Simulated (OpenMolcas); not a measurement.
Pr4+ with 7 ligands (fluoride) in pentagonal bipyramidal coordination (D5h). The axial distance is 1.08 times the equatorial one, R.

- Program: OpenMolcas 26.06
- Method: CASSCF
- Basis: ANO-RCC-VDZP [7s6p4d2f1g]
- Scalar Hamiltonian: DKH2, point nucleus
- Active space: 1 electron in 7 orbitals (4f)
- State averaging: 2S+1 = 2 odd, 7 roots
- Spin-orbit coupling: state interaction with AMFI integrals over the reference wave functions

All ligands move together. At R = 2.23 Å the width of the lowest J multiplet is 962 cm-1, and at R = 2.34 Å it is 868 cm-1.

Problem. A third run gives 1044 cm-1. What distance was it run at?

Solution. With a power law R^-n the two known points give n = -ln(868 / 962) / ln(2.34 / 2.23) = 2.14. Then R = 2.23 × (962 / 1044)^(1/2.14) = 2.146 Å. The run was at 2.14 Å, so the estimate is off by +0.006 Å.

No measured value stands beside these numbers; the geometry is a model, was not optimised and need not be the one that this ion takes.
